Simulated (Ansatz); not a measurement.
`OCB(F)[SiH2]Cl` + HBr → `OCB(F)Br` + `[SiH3]Cl`  (cleavage of the B–Si bond)

Program: Ansatz. Geometries: PBE0-D4/def2-TZVP. ΔE: electronic, gas phase. CBS: MP2 limit from def2 TZ/QZ plus the TZ coupled-cluster correction, frozen cores. This one scheme is used for every species. Functionals use def2-TZVPP. For Br outer-core shells are correlated without core-valence functions, which leaves a few kJ/mol of doubt a bond. Scalar relativity is left out up to krypton. One conformer a species, not always the lowest.

CCSD(T)/CBS gives -26.6 kcal/mol.

Problem. Another level gave -27.0 kcal/mol. Which?
A. ωB97X-V/def2-TZVPP
B. PBE-D4/def2-TZVPP
C. B2PLYP/def2-TZVPP
D. HF/def2-TZVPP

Solution. C. B2PLYP -27.0, PBE-D4 -24.2, ωB97X-V -25.3, HF/def2-TZVPP -28.3 kcal/mol.

Largest T1 diagnostic among the species: 0.012.

From PBE to PBE0 (25 % exact exchange), in def2-TZVPP and without D4, ΔE moves by −0.9 kcal/mol. The D4 term adds +1.2 kcal/mol with B3LYP and +0.8 kcal/mol with PBE0; it sums over pairs of atoms, weighted by their polarisabilities, and B3LYP, whose exchange is more repulsive, gets the larger term.

B3LYP here is the variant with VWN-RPA as its local correlation; programs differ in this.
